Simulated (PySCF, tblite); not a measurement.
Isomers of C6H5O (doublet state), one GFN2-xTB conformer each. Single-point energies are computed at B3LYP/pcH-1 (PySCF, gas phase, no added dispersion term), electronic only. GFN2-xTB treats the open shell by occupation alone, and not every SCF solution was tested for stability.

Question: Rank them by B3LYP/pcH-1 energy, lowest first (kJ/mol).
A. `C#C[C@H]1[CH]OC=C1` [radical]
B. `C1=C[C](CO1)C#C` [radical]
C. `C=[C]c1ccco1` [radical]

Answer: C (0.0), B (32.9), A (140.3).

GFN2-xTB itself gives, in the same order: 0.0, 33.7, 121.9. Both levels put the same isomer lowest; measured from each level's own lowest isomer, the values differ by up to 18.4 kJ/mol (C#C[C@H]1[CH]OC=C1: 121.9 against 140.3).

Q: What happens when harmonic zero-point energies from GFN2-xTB frequencies are added?

A: 
| SMILES | ZPE (kJ/mol) | electronic (kJ/mol) | with ZPE (kJ/mol) |
| --- | --- | --- | --- |
| C=[C]c1ccco1 | 225.8 | 0.0 | 0.0 |
| C#C[C]1C=COC1 | 225.5 | 32.9 | 32.7 |
| C#C[C@H]1[CH]OC=C1 | 223.6 | 140.3 | 138.1 |

The zero-point energies span 2.2 kJ/mol. The order is unchanged.
